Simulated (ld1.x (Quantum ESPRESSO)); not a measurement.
# Re (Z = 75): one change to a TM semilocal potential, before and after

ld1.x (Quantum ESPRESSO) 7.5 input, shortened:

```
&input
   title='Re', zed=75., rel=1, dft='PBESOL', iswitch=3,
   config='[Xe] 4f14 5d5.5 6s1.5 6p0'
 /
 &inputp
   pseudotype=1, tm=.true., lloc=0,
   nlcc=.false.
 /
3
6P  2  1   0.00   0.00  3.65  3.65  0.0
5D  3  2   5.50   0.00  2.15  2.15  0.0
6S  1  0   1.50   0.00  2.45  2.45  0.0
 &test
   configts(1)='5d5.5 6s1.5 6p0'
 /
```

Change: core [Kr] 4d10 4f14, valence charge 15; reference 5s2 5p6 5d5 6s2 6p0; waves now 5s (bound): rc 1.40 bohr; 5d (bound): rc 1.80 bohr; 5p (bound): rc 1.30 bohr; local potential the p channel; core correction Bessel-smoothed model core inside 0.80 bohr (6s counted twice).

Cutoffs: the cutoffs (Ry, on a coarse ladder) from which the occupation-weighted sum of valence levels, in a spherical-Bessel basis at the reference potential, stays within 10 and 1 mRy of its value at 400 Ry; they do not see the model core or the augmentation charge, which bear on the density cutoff. Errors are all-electron minus pseudo energies relative to the spin-unpolarised reference configuration.

Question: What does the change do?

Answer: The potential gets harder (35 Ry and 40 Ry → 110 Ry and 160 Ry); the miss of the reference levels goes from 0.00 to 0.60 eV; neither file shows a bound ghost. The added semicore shells are compact, so their waves need more plane waves. In the semilocal form every listed channel keeps its own potential, so the choice of the local channel does not act on these tests. It acts once the file is put into the separable form. A semilocal file is local in each channel, so a ghost entry of none says nothing of the separable form that plane-wave codes build from it. In the changed file ld1.x takes every shell without a wave as core, so the model core holds the 6s electrons as well and exchange and correlation see them twice. This cancels in the reference configuration, but the file is broken for other ones, and its errors say nothing about a proper core correction. Several settings change at once here, so the effects cannot be laid on one of them.

| quantity | base | changed |
| --- | --- | --- |
| cutoff, loose | 35 Ry | 110 Ry |
| cutoff, tight | 40 Ry | 160 Ry |
| bound ghosts | none | none |
| largest miss of a reference level, eV | 0.00 | 0.60 |
| largest error over its own tests, meV | -38 | -3351 |
